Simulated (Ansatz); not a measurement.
Total energies of Al₁₅P₁₅H₃₄, a nanocrystal cut from wurtzite AlP (hydrogen-capped) from Ansatz at PBE-D4/def2-SVP, gas phase (1 Eh = 27.2114 eV = 2625.5 kJ/mol). The reference geometry is relaxed at PBE-D4/def2-SVP.

```xyz
64

Al   -4.996    0.776   -0.353
P    -3.729    2.405    0.949
P    -3.753   -1.202   -0.044
Al   -2.196   -1.109    1.806
Al   -2.551   -4.896    0.676
P    -1.252   -3.273    1.956
Al   -1.354    2.421    0.576
P    -0.324    4.059    2.002
P    -0.462    0.332    0.973
Al    1.073    0.480    2.817
Al    1.135   -3.368    1.621
P     2.109   -1.641    2.995
Al    2.105    4.226    1.842
P     2.781    1.972    1.976
Al    4.539   -1.451    2.869
P    -4.321    1.532   -2.558
Al   -2.921   -2.149   -2.114
P    -1.856   -4.173   -1.536
Al   -1.985    1.589   -3.251
P    -1.002    3.117   -1.658
P    -1.174   -0.542   -2.612
Al    0.574   -0.563   -0.971
Al    0.478   -4.134   -2.261
P     1.483   -2.661   -0.615
Al    1.346    3.208   -2.221
P     2.238    4.719   -0.530
P     2.197    1.096   -1.570
Al    4.016    1.222    0.031
Al    3.826   -2.507   -1.225
P     4.689   -0.993    0.488
H    -6.563    0.893   -0.090
H    -3.952    2.151    2.338
H    -4.271    3.726    0.853
H    -4.760   -2.132    0.377
H    -2.903   -0.439    3.084
H    -4.112   -4.524    0.867
H    -2.012   -6.374    0.981
H    -1.469   -3.608    3.334
H    -0.672    3.745    3.352
H    -0.972    5.329    1.873
H     0.345    1.140    4.088
H     1.718   -4.805    1.994
H     1.823   -2.009    4.351
H     2.684    5.386    2.769
H     3.770    2.013    3.014
H     4.962   -0.115    3.673
H     5.206   -2.868    3.212
H    -4.953    2.779   -2.869
H    -5.018    0.693   -3.483
H    -4.063   -2.072   -3.241
H    -2.522   -5.074   -2.433
H    -1.847    2.103   -4.754
H    -1.574    4.417   -1.852
H    -0.568   -1.050   -3.807
H     1.082   -5.612   -2.116
H     0.488   -3.355   -3.677
H     1.600    3.778   -3.689
H     1.789    6.055   -0.784
H     3.629    4.896   -0.809
H     2.819    0.596   -2.760
H     5.056    2.359   -0.422
H     4.535   -3.935   -1.049
H     3.910   -1.692   -2.618
H     6.098   -0.886    0.232
```

```tsv
state	geometry	energy (Eh)
charge 0 singlet	reference	-8771.08996
charge 1 doublet	reference	-8770.82705
charge -1 doublet	reference	-8771.14603
free Al atom (doublet)	–	-242.14160
free P atom (quartet)	–	-340.98790
free H atom (doublet)	–	-0.49863
```

Single mean-field runs in def2-SVP are fitted with def2-universal-jkfit.

(1) Work out the vertical ionisation energy to the doublet.

(2) Work out the vertical electron affinity, to the doublet.

(3) Give the fundamental gap IE − EA, the Mulliken electronegativity (IE + EA)/2 and the hardness (IE − EA)/2.

(4) What is the binding energy per atom against free atoms?

(1) E(charge 1 doublet) − E(charge 0 singlet) = -8770.82705 − (-8771.08996) = 0.26291 Eh = 7.15 eV. For comparison, −ε of the highest occupied level is 5.67 eV at this level, 1.48 eV less.

(2) E(charge 0 singlet) − E(charge -1 doublet) = -8771.08996 − (-8771.14603) = 0.05607 Eh = 1.53 eV. The basis lacks diffuse functions, which makes affinities too small.

(3) From the values in Eh: IE − EA = 0.26291 − 0.05607 = 0.20684 Eh = 5.63 eV; (IE + EA)/2 = 4.34 eV; (IE − EA)/2 = 2.81 eV. The HOMO–LUMO gap of the same run is 2.88 eV, 2.75 eV smaller than the fundamental gap.

(4) Atoms: 15 × (-242.14160) + 15 × (-340.98790) + 34 × (-0.49863) = -8763.89592 Eh. Binding: -8763.89592 − (-8771.08996) = 7.19404 Eh = 195.76 eV, or 3.06 eV for each of 64 atoms (no zero-point energy, no counterpoise term).

At PBE-D4/def2-SVP the gap within one spin of the charge 1 doublet nearly closes, so an electron or hole may be smeared out by delocalisation error. At PBE-D4/def2-SVP the gap within one spin of the charge -1 doublet nearly closes, so an electron or hole may be smeared out by delocalisation error.
